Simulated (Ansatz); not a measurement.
Results of the Gaussian-basis code of Ansatz.

H4NSSb (`[NH2][SbH][SH]`) at its PBE0-D4/def2-TZVP geometry, where that method's forces vanish. The species carries charge 0 and has multiplicity 1. Sb takes the def2 core potential.

```tsv
atom	x (Å)	y (Å)	z (Å)
N1	-0.8546	0.7701	0.6749
Sb2	0.4370	0.4524	-0.8470
S3	0.6902	-1.9447	-0.5959
H4	-1.3953	1.6186	0.5787
H5	-0.4811	0.7037	1.6110
H6	1.8953	0.6358	0.0426
H7	-0.2916	-2.2359	-1.4643
```

Task: For each bond, give half the difference of the two atoms' forces along it (eV/Å; positive pushes the atoms apart) under PBE-D4, r2SCAN-D4, B3LYP-D4, ωB97M-V in def2-TZVPP. (An estimate is asked.)

Result: The calculation gave: 
```tsv
bond	length (Å)	PBE-D4	r2SCAN-D4	B3LYP-D4	ωB97M-V
N1–Sb2	2.021	0.30	0.14	0.30	-0.04
N1–H4	1.011	0.20	0.00	-0.06	-0.01
N1–H5	1.010	0.18	-0.01	-0.07	-0.02
Sb2–S3	2.423	0.31	0.14	0.29	-0.08
Sb2–H6	1.718	0.23	0.04	0.06	-0.15
S3–H7	1.343	0.26	0.01	-0.02	-0.10
```

B3LYP here is the variant with VWN-RPA as its local correlation; programs differ in this.
